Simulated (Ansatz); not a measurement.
Ga2N2 (the lowest singlet isomer of a short search). Charge 0, multiplicity 1. Geometry PBE-D4/def2-SVP, basis def2-TZVP, Ansatz.

```csv
atom,x (Å),y (Å),z (Å)
Ga1,-1.9718,0.0286,0.0574
Ga2,0.6397,0.7864,-1.3545
N3,0.0792,-0.3981,0.6670
N4,1.2529,-0.4169,0.6300
```

```csv
run,HOMO (eV),LUMO (eV)
A,-3.70,-3.17
B,-5.55,-1.46
C,-6.59,-0.42
D,-3.87,-3.30
E,-4.60,-2.47
F,-6.36,-0.51
```

LC-ωPBE has ω = 0.4 bohr⁻¹. At PBE0-D4/def2-TZVP a triplet of charge 0 lies 0.17 eV below the restricted singlet, each at its own geometry. The structure comes from a short search, and lower isomers may exist.

Q: The runs used BLYP, CAM-B3LYP, LC-ωPBE, PBE, PBE0, ωB97X-V. Estimate which is which.

A: A BLYP (0 % exact exchange); B CAM-B3LYP (range-separated); C LC-ωPBE (range-separated); D PBE (0 % exact exchange); E PBE0 (25 % exact exchange); F ωB97X-V (range-separated). Exact exchange lowers occupied and raises empty levels; among semilocal functionals meta-GGAs tend to open the gap a little, and such runs are hard to tell apart. The gap grows from 0.53 eV (BLYP) to 6.16 eV (LC-ωPBE).
